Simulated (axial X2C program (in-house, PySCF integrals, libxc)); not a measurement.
Spin–orbit effects down a group: molecules with Hf, PBE0

Computed with an in-house relativistic program for diatomic molecules, spin-free (one-electron X2C) or two-component (2c: spin–orbit coupling with atomic mean-field Coulomb and Gaunt terms, which also bring small scalar terms), in Dyall basis sets with cores contracted in-house; open shells are unrestricted.

Basis sets: Hf dyall-cv3z, O dyall-av3z, S dyall-av3z, Te dyall-cv3z.

```tsv
molecule	spin-free state	Re (Å)	ωe (cm⁻¹)	De (eV)	2c state	Re 2c (Å)	ωe 2c (cm⁻¹)	De 2c (eV)
HfO	M_S = 0, Λ = 0	1.712	1010.1	8.43	Ω = 0	1.711	1010.7	n/a
HfS	M_S = 0, Λ = 0	2.151	541.7	6.16	Ω = 0	2.151	541.4	n/a
HfTe	M_S = 0, Λ = 0	2.499	264.7	4.36	Ω = 0	2.503	261.3	n/a
```

Each entry is the lowest single determinant of a limited PBE0 search at one distance. De goes to single-determinant-based atoms at the same level (for ions the charge split of lowest energy) and is withheld (n/a) where an atom does not fit its ground term or J level. Main or longest-lived isotopes. One determinant is a doubtful description, or other states lie close, for HfTe; these need not be ground states, and all values refer to the states named. The functionals have no current term, which raises determinants with orbital currents.
